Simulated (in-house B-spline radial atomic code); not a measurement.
## Ionising Br⁸⁺ with different functionals

Computed with a radial B-spline atomic code at the basis-set limit: non-relativistic Hamiltonian, point nucleus, spin-polarised at highest spin, spherical fractional occupations for the functionals, the average over the highest-spin determinants for Hartree-Fock. The ionisation energy is the difference of two self-consistent energies, [Ar] 3d9 → [Ar] 3d8, without Breit or QED terms; ε is the level of the shell that loses the electron (its least bound occupied spin orbital). There is no spin-orbit coupling in this Hamiltonian.

Hybrids are left out here: with spherical fractional occupations of an open shell their exact exchange keeps a self-interaction that integer-occupation calculations don't have.

| method | rung | ΔSCF (eV) | -ε(3d) (eV) |
| --- | --- | --- | --- |
| Hartree-Fock | Hartree-Fock | 226.50 | 230.14 |
| LDA VWN5 | LDA | 228.66 | 211.02 |
| LDA PW92 | LDA | 228.65 | 211.01 |
| LDA exchange-only | LDA | 226.20 | 208.63 |
| PBE | GGA | 228.31 | 210.69 |
| PBEsol | GGA | 228.25 | 210.63 |
| BLYP | GGA | 228.17 | 210.55 |
| RPBE | GGA | 228.22 | 210.60 |
| PW91 | GGA | 228.51 | 210.88 |
| BP86 | GGA | 228.42 | 210.78 |
| AM05 | GGA | 228.32 | 210.69 |
| OLYP | GGA | 229.18 | 211.57 |
| TPSS | meta-GGA | 228.17 | 210.58 |
| SCAN | meta-GGA | 228.85 | 211.44 |
| r2SCAN | meta-GGA | 228.88 | 211.47 |
| M06-L | meta-GGA | 228.93 | 211.51 |
| revTPSS | meta-GGA | 228.03 | 210.45 |

(1) How do they compare with the NIST value?

Answers

(1) NIST lists 224 eV ± 2.2 (tabulated theory, ground level to ground level). Errors run from +2.20 to +5.18 eV. The correlated functionals all miss on the same side by more than they spread, so the cause is common to them (relativity, Breit-QED terms, multiplet and fine-structure energies, or a listed next ion that isn't the cheapest removal here) and closeness doesn't rank the functionals. Hartree-Fock also lacks correlation.
